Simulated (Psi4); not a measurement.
Pair of molecules: CH4 (SMILES C) (first 5 atoms) with SiH4 (SMILES [SiH4]); geometry from B3LYP-D3(BJ)/def2-TZVP.
(charge 0, multiplicity 1):
```tsv
atom	x (Å)	y (Å)	z (Å)
C	0.0492	-0.1182	-0.0804
H	-0.1880	0.9047	0.2085
H	1.0235	-0.3927	0.3216
H	-0.7097	-0.7926	0.3138
H	0.0712	-0.1924	-1.1668
Si	-0.0487	0.1176	3.6789
H	0.6574	1.2974	3.1320
H	-0.0858	0.2077	5.1564
H	0.6649	-1.1156	3.2794
H	-1.4318	0.0813	3.1540
```

Method: SAPT0/jun-cc-pV(D+d)Z (Psi4).

**Question.** Give the four SAPT terms and the total, and say what mostly holds the pair together.

**Answer.** electrostatics -1.7, exchange 4.6, induction -0.4, dispersion -3.5, total -0.9 kJ/mol; the largest attraction is dispersion.
